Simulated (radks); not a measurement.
Results of a calculation; reference values are marked as such.
Zr+, 39 electrons, occupied as [Ar] 3d10 4s2 4p4 4d2 5s1 6s2 (not the ground configuration). Code: a radial shooting solver on a logarithmic mesh with Libxc functionals. Model: Dirac Kohn-Sham, PBE, spin-unpolarised, spherical densities, finite nucleus; open shells fill j = l - 1/2 first; Fermi nuclear charge, rms radius 4.2694 fm.

Normalised radial functions P(r) = r R(r) (large component), r in bohr:

```
   r/bohr * 6s1/2 (the largest magnitude, 0.402, reaches the edge; | marks zero)
 0.003112                             |*
 0.004949                             | *
 0.007808                             | *
  0.01232                             |  *
  0.01944                             |  *
  0.03091                             | *
  0.04877                             *
  0.07695                         *   |
   0.1214                        *    |
   0.1931                             *
   0.3047                             |      *
   0.4807                             |  *
   0.7584                  *          |
    1.206                        *    |
    1.903                             |               *
    3.002                             |       *
    4.737  *                          |
    7.534   *                         |
    11.89                         *   |
    18.75                             *
```

6s1/2: eigenvalue -6.030 eV, 5 radial nodes at r = 0.0470, 0.189, 0.528, 1.35, 3.36 bohr, <r> = 6.11 bohr, 90 % of the charge inside 8.49 bohr.
